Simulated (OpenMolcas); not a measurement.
Fe3+: ligand-field states by method

Fe3+ with its 6 nearest fluoride ions at 1.902 Å, on the Ge site of Cs2GeF6 (a = 9.021 Å, distance in the model lattice 1.804 Å). The rest of the host is ab initio model potentials to 7.6 Å and point charges beyond; the distance is set by hand and nothing relaxes, and no local charge compensation is placed. Ligand basis ANO-RCC-VDZP.

```json
{
  "Program": "OpenMolcas 26.06",
  "Basis": "ANO-RCC-VTZP [6s5p3d2f1g]",
  "Scalar Hamiltonian": "DKH2, point nucleus",
  "Active space": "5 electrons in 5 orbitals (3d)",
  "State averaging": "2S+1 = 6 even, 1 root; 2S+1 = 4 even, 24 roots; 2S+1 = 2 even, 75 roots",
  "Spin-orbit coupling": "RASSI with atomic mean-field integrals over the reference wave functions"
}
```

I. CASSCF
II. SS-CASPT2, IPEA 0.25 Eh, imaginary shift 0.1 Eh (closed shells correlated: 3s 3p and the ligand valence shells)

Spin-free states (labels of O, the rotations of Oh) in cm-1, each column counted from its own energy of the first state listed:

| State | Degeneracy | I | II |
| --- | --- | --- | --- |
| 6A1 | 1 | 0 | 0 |
| 4T1 | 3 | 25168 | 16500 |
| 4T2 | 3 | 31182 | 21170 |
| 2T2 | 3 | 32447 | 17440 |
| 4A1 | 1 | 34352 | 26970 |
| 4E | 2 | 34643 | 26930 |
| 4T2 | 3 | 40148 | 29640 |
| 2A2 | 1 | 40926 | 26910 |
| 2T1 | 3 | 40972 | 28230 |
| 4E | 2 | 42814 | 32600 |
| 2T2 | 3 | 43008 | 29850 |
| 2E | 2 | 45156 | 31350 |
| 4T1 | 3 | 47902 | 42170 |
| 2A1 | 1 | 48681 | 37820 |
| 2T1 | 3 | 51605 | 35850 |
| 2T2 | 3 | 51612 | 39300 |
| 2E | 2 | 51643 | 38080 |
| 2T2 | 3 | 55902 | 40420 |
| 4A2 | 1 | 57152 | 43970 |
| 2A1 | 1 | 58986 | 42780 |

From I to II, I's first state of another spin (4T1) moves from 25168 to 16500 cm-1, by about -8700 cm-1.

I: A least-squares ligand-field fit to the states below 45000 cm-1, each weighted by its degeneracy and with a free common offset, gives 10Dq = 12410 cm-1, B = 1215 cm-1 and C = 4451 cm-1 (C/B = 3.66), with an rms deviation of 124 cm-1. The same method and metal basis give the free ion B = 1296 cm-1 (fit to its terms below 60000 cm-1, rms deviation 21 cm-1), so the nephelauxetic ratio is β = 1215 / 1296 = 0.94; it hangs on how both fits weigh the states, and computed free-ion B values tend to be too large, so β mixes covalency with correlation.

χT at 300 K: I 4.39, II 4.38 cm3 K/mol.

Roots that are degenerate in the reference are averaged as groups; the widest CASPT2 spread within a group is 100 cm-1 (the 2-fold group of multiplicity 2 near 66600 cm-1 above the lowest state of its run, II). Shifts and gaps below about the spread of the groups concerned are not significant. Over all roots computed the reference weight is 0.70 to 0.73 in II; a low but even weight reflects the number of correlated electrons. Ligand-to-metal charge-transfer states are missing. With no ligand orbital active B as a rule stays too high, so bands that hang on it stand too high and its fall with covalency is understated. Without dynamic correlation the repulsion within the d shell is too large (B by tens of per cent), so at a given field states of lower spin stand too high (holds for I). With metal d orbitals alone and no dynamic correlation 10Dq can be off by a tenth to a fifth, either way, in oxide and fluoride hosts (holds for I). These CASPT2 states fit no ligand-field parameters well, so their order and spin gaps are uncertain (holds for II). With one d shell and no ligand orbital active, 10Dq can be off by a tenth or more (holds for II). No measured value stands beside these numbers; the geometry was set by hand and not optimised.
